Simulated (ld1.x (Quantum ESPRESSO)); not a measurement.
# What one change does to a pseudopotential (tungsten, TM semilocal)

W (Z = 74), norm-conserving Troullier–Martins (semilocal form), made with ld1.x (Quantum ESPRESSO) 7.5 (PBE, non-relativistic). Core [Kr] 4d10 4f14, reference 5s2 5p6 5d4 6s0 6p0 (charge +2). Waves: 5s (bound): rc 1.35 bohr; 5p (bound): rc 1.90 bohr; 5d (bound): rc 1.85 bohr. Local part: the d channel. Core correction: a·sin(br)/r model core inside 0.90 bohr.

Change: core [Xe] 4f14, valence charge 6; reference 5d4 6s2 6p0; waves now 6p (bound): rc 3.15 bohr; 5d (bound): rc 2.30 bohr; 6s (bound): rc 3.05 bohr; local potential the s channel; core correction a·sin(br)/r model core inside 1.40 bohr.

Cutoffs: the cutoffs (Ry, on a coarse ladder) from which the occupation-weighted sum of valence levels, in a spherical-Bessel basis at the reference potential, stays within 10 and 1 mRy of its value at 400 Ry; they do not see the model core or the augmentation charge, which bear on the density cutoff. Errors are all-electron minus pseudo energies relative to the spin-unpolarised reference configuration.

**Question.** What does the change do?

**Answer.** The potential gets softer (80 Ry and 140 Ry → 30 Ry and 35 Ry); neither file shows a bound ghost. The shells moved into the core no longer need plane waves of their own. In the semilocal form every listed channel keeps its own potential, so the choice of the local channel does not act on these tests. It acts once the file is put into the separable form. A semilocal file is local in each channel, so a ghost entry of none says nothing of the separable form that plane-wave codes build from it. Several settings change at once here, so the effects cannot be laid on one of them.

| quantity | base | changed |
| --- | --- | --- |
| cutoff, loose | 80 Ry | 30 Ry |
| cutoff, tight | 140 Ry | 35 Ry |
| bound ghosts | none | none |
| largest error over its own tests, meV | +400 | -641 |
